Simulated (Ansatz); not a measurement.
`Cl[SiH](Cl)[GeH3]` + `BN` → `B[NH][GeH3]` + `Cl[SiH2]Cl` at 700 K and 1 bar (cleavage of the Ge–Si bond).

Computed with Ansatz on PBE0-D4/def2-TZVP structures; ΔE is electronic, products minus reactants. CBS: MP2 limit from def2 TZ/QZ plus the TZ coupled-cluster correction, frozen cores. This one scheme is used for every species. For Ge outer-core shells are correlated without core-valence functions, which leaves a few kJ/mol of doubt a bond. Scalar relativity is left out up to krypton.

| species | CCSD(T)/CBS energy (Eh) | H − E (kJ/mol) | S (J/(mol·K)) |
| --- | --- | --- | --- |
| `Cl[SiH](Cl)[GeH3]` | -3287.25008 | 167.3 | 476.6 |
| `BN` | -81.93499 | 163.7 | 282.2 |
| `B[NH][GeH3]` | -2159.24687 | 224.6 | 400.9 |
| `Cl[SiH2]Cl` | -1209.93203 | 98.0 | 351.1 |

H − E and S are ideal-gas, rigid-rotor, harmonic terms from PBE0-D4/def2-TZVP. 1 Eh = 2625.50 kJ/mol, R = 8.31446 J/(mol·K).

Q: By hand: ΔE, ΔH, ΔS and ΔG.

A: ΔE = (-2159.24687) + (-1209.93203) − (-3287.25008) − (-81.93499) = 0.00617 Eh = 16.2 kJ/mol. Δ(H − E) = 224.6 + 98.0 − 167.3 − 163.7 = -8.4, so ΔH = 7.8 kJ/mol. ΔS = 400.9 + 351.1 − 476.6 − 282.2 = -6.8 J/(mol·K). ΔG = 7.8 − 700 × (-6.8)/1000 = 12.6 kJ/mol.

Q: By hand: the equilibrium constant, and the temperature at which ΔG would vanish if ΔH and ΔS stayed fixed.

A: log₁₀ K = −ΔG/(RT ln 10) = -0.9. ΔH and −TΔS have one sign here, so there is no such temperature.

TΔS isn't small against ΔH here. A doubt of 5 kJ/mol in ΔE shifts log₁₀ K by 0.4 here. These are equilibria of isolated gas molecules and say nothing of rates. Largest T1 diagnostic: 0.013 (customary marks: 0.02 for closed shells, 0.045 for open ones).
